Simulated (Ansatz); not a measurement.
Geometry optimisation, Ansatz 0.2.0, UKS BHLYP/def2-SVP.

Input file:

```yaml
crystal:
  periodic: [false, false, false]
  atoms:
    - { symbol: C, position_ang: [-0.2065, 1.3644, -0.5903] }
    - { symbol: Al, position_ang: [-0.2672, -0.539, -0.1817] }
    - { symbol: "N", position_ang: [0.4139, -1.1542, 1.467] }
    - { symbol: Cl, position_ang: [-1.0124, -1.9678, -1.6427] }
    - { symbol: H, position_ang: [0.3418, 1.5777, -1.5395] }
    - { symbol: H, position_ang: [0.1961, 1.9839, 0.242] }
    - { symbol: H, position_ang: [-1.2694, 1.7589, -0.7585] }
    - { symbol: H, position_ang: [-1.56094, -0.88933, 0.57665] }
    - { symbol: H, position_ang: [1.4645, -0.8887, 1.5293] }
magnetization:
  spin_polarized: true
basis:
  gaussian: { orbitals: def2-SVP }
hamiltonian:
  xc: { name: BHLYP }
relax:
  f_tol: 0.02
  max_steps: 50
```

Run as:

```bash
$ ansatz run input.yaml --threads 2 --pin off --max-ram 3072MiB --backend cpu --events-out ev --progress --plain --runs-dir out
```

Where does it end, and by what steps?

The run converged. The force dipped under the threshold on the way, but the program's further checks kept it going. After 43 steps the energy has fallen by 5.182 eV; N3 moved furthest, 1.94 Å. Parted: C1–Al2. Joined: C1–N3.

```tsv
step	energy less start (eV)	largest force component (eV/Å)	accepted
0	0.0000	2.627	yes
2	-0.5942	2.195	yes
4	-0.8207	0.311	yes
6	-0.8531	0.644	yes
8	-0.8990	0.428	yes
10	-0.9256	0.276	yes
12	-0.9728	1.143	yes
14	-1.1136	0.794	yes
16	-1.2234	1.175	yes
18	-1.3542	0.302	yes
20	-1.3684	0.186	yes
22	-1.3863	0.703	yes
24	-1.5018	0.902	yes
26	-2.5713	2.296	yes
28	-4.2610	3.056	yes
30	-4.5615	0.445	yes
32	-4.7798	0.458	yes
34	-4.9262	0.224	yes
36	-5.0292	1.053	yes
38	-5.1700	0.132	yes
40	-5.1765	0.246	no
42	-5.1813	0.093	no
43	-5.1823	0.006	yes
```

```xyz
9
Properties=species:S:1:pos:R:3
C 0.269 1.380 -0.018
Al -1.113 -1.151 -0.179
N 0.264 -0.061 -0.123
Cl -0.714 -3.211 -0.328
H 0.773 1.860 -0.866
H 0.761 1.733 0.898
H -0.755 1.763 0.003
H -2.582 -0.626 -0.122
H 1.197 -0.443 -0.162
```

Whether the end is a true minimum wasn't checked by a vibrational analysis.

The run took 3.1 min on 2 threads of Arm Neoverse V2, on a shared host, peak memory 0.27 GiB.
